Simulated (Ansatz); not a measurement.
Consider the formal hydrolysis of a C–C bond: `FC(F)C1OC1(F)F` + H₂O → `OC(F)F` + `FC1(F)CO1`.

Calculated with Ansatz (gas phase, PBE0-D4/def2-TZVP geometries, no zero-point term in ΔE). CCSD(T)/CBS is the MP2 limit (def2-TZVPP, def2-QZVPP) plus CCSD(T) − MP2 in def2-TZVPP, frozen cores. This one scheme is used for every species. DFT in def2-TZVPP. B3LYP here is the variant with VWN-RPA as its local correlation; programs differ in this. Each species was taken in one conformer, which may not be the lowest.

`FC(F)C1OC1(F)F`:

Cartesian coordinates in Å:
```
F -1.971 0.216 1.180
C -0.633 0.059 1.072
F -0.043 0.934 1.919
C -0.203 0.391 -0.326
O -0.389 -0.678 -1.302
C 0.873 -0.326 -0.972
F 1.602 -1.239 -0.336
F 1.614 0.224 -1.923
H -0.374 -0.961 1.368
H -0.477 1.382 -0.679
```

H₂O:

```xyz
3

O    -0.301    0.190   -0.157
H    -0.314   -0.408    0.594
H     0.616    0.218   -0.437
```

`OC(F)F`:

```xyz
6

O     0.119    0.844   -0.678
C     0.180   -0.117    0.263
F     0.230   -1.352   -0.293
F    -0.926   -0.113    1.047
H    -0.666    0.698   -1.222
H     1.064    0.039    0.883
```

`FC1(F)CO1`:

```xyz
7

F     0.150    0.369   -1.730
C     0.029    0.508   -0.412
F     0.520    1.696   -0.068
C     0.037   -0.620    0.487
O    -1.155    0.159    0.130
H     0.368   -0.485    1.511
H     0.050   -1.626    0.082
```

| level | ΔE (kcal/mol) |
| --- | --- |
| PBE | -4.1 |
| B3LYP | -4.8 |

(1) What does CCSD(T)/CBS give? (Best estimate.)

Largest T1 diagnostic among the species: 0.012.

Answers

(1) Computed: -1.3 kcal/mol. The listed levels differ from it by -2.8, -3.5 kcal/mol.

The D4 term adds +1.4 kcal/mol with B3LYP and +0.8 kcal/mol with PBE0; it sums over pairs of atoms, weighted by their polarisabilities, and B3LYP, whose exchange is more repulsive, gets the larger term. At CCSD(T), def2-SVP lies −4.9 kcal/mol from the extrapolated value and def2-TZVPP −1.2 kcal/mol.
